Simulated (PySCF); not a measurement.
C5H6F2.
SMILES with atom numbers: `[CH2:1]=[C:2]=[CH:3][CH2:4][CH:5]([F:6])[F:7]` (hydrogens: H8, H9 on C1; H10 on C3; H11, H12 on C4; H13 on C5)

Computed by this run: PBE0-D3(BJ)/def2-SVP geometry optimisation, gas phase in PySCF 2.14.0; density fitting, grid level 1; the optimiser is geomeTRIC in internal coordinates, started from a GFN2-xTB structure with every atom displaced at random (about 0.01 Å).

Step 0: E = -10695.5038 eV
```
atom  x, y, z in Å  |  force x, y, z in eV/Å
C1      2.3600    0.3628   -0.1538    0.154   0.419  -0.014
C2      1.2924   -0.3813   -0.1503    0.171  -0.251  -0.093
C3      0.2343   -1.1487   -0.1493    0.994  -0.119   0.018
C4     -1.1326   -0.6730    0.0036   -1.857   0.534   0.288
C5     -1.2646    0.8282    0.1338   -0.020   0.473   0.810
F6     -0.8126    1.2541    1.3507    0.189  -0.323  -0.344
F7     -2.5476    1.2332    0.0751   -0.450  -0.359  -0.178
H8      2.7538    0.8065   -1.0726    0.033  -0.067  -0.108
H9      2.8578    0.6469    0.7754    0.082  -0.058   0.143
H10     0.3692   -2.2229   -0.2274    0.121  -0.412  -0.087
H11    -1.7619   -0.9758   -0.8569    0.102   0.002   0.073
H12    -1.6134   -1.1327    0.8983    0.122   0.180  -0.255
H13    -0.7269    1.3903   -0.6356    0.361  -0.019  -0.252
```

Step 1: E = -10695.5778 eV
```
atom  x, y, z in Å  |  force x, y, z in eV/Å
C1      2.4018    0.3695   -0.1875   -0.034  -0.052  -0.055
C2      1.3363   -0.3872   -0.1378   -0.027   0.087  -0.038
C3      0.2587   -1.1299   -0.0969   -0.188   0.028   0.063
C4     -1.1658   -0.6346   -0.0327    0.317  -0.084   0.110
C5     -1.3114    0.8517    0.1779    0.028  -0.341  -0.127
F6     -0.8504    1.1816    1.4021   -0.071   0.179   0.016
F7     -2.6265    1.1731    0.1145    0.126   0.122   0.048
H8      2.8260    0.6794   -1.1482    0.020   0.032  -0.004
H9      2.9008    0.7102    0.7235    0.043   0.005   0.060
H10     0.3868   -2.2188   -0.0929    0.004  -0.042  -0.020
H11    -1.7013   -0.9105   -0.9501   -0.084  -0.019  -0.161
H12    -1.6894   -1.1373    0.7965   -0.045   0.015   0.025
H13    -0.7579    1.4405   -0.5774   -0.088   0.069   0.084
```

Task: Estimate the geometry and energy of step 2. (The exact step hangs on the optimiser's Hessian estimate; all steps are aligned on step 1, rigid shifts and turns removed.)

Result: E = -10695.5841 eV, largest force 0.110 eV/Å
```
atom  x, y, z in Å  |  force x, y, z in eV/Å
C1      2.3822    0.3762   -0.1885    0.006  -0.020   0.042
C2      1.3233   -0.3901   -0.1412    0.073  -0.001  -0.067
C3      0.2560   -1.1484   -0.0952   -0.055   0.076   0.039
C4     -1.1604   -0.6470   -0.0255    0.031  -0.022   0.068
C5     -1.2940    0.8429    0.1752   -0.009   0.073  -0.081
F6     -0.8406    1.2061    1.3936    0.034  -0.059   0.053
F7     -2.5994    1.1940    0.1085   -0.052  -0.047  -0.012
H8      2.8045    0.7167   -1.1404   -0.021  -0.014  -0.006
H9      2.8845    0.7000    0.7294    0.002   0.004   0.008
H10     0.3885   -2.2380   -0.1043    0.002   0.018  -0.021
H11    -1.7011   -0.9182   -0.9481   -0.015   0.023   0.008
H12    -1.6921   -1.1402    0.8056   -0.025   0.010  -0.005
H13    -0.7436    1.4336   -0.5779    0.029  -0.041  -0.026
```

The energy changes by -0.0062 eV. The first-order estimate −F·Δx gives -0.0170 eV and the mean of the old and new forces, exact on a quadratic surface, -0.0057 eV. The step makes an angle of 72° with the force vector and moves no atom by more than 0.044 Å.

What follows is the cost of the whole optimisation. The run took 39 s of wall time on one thread of an Arm Neoverse V2, shared host, and the process peaked at 0.49 GiB of memory.
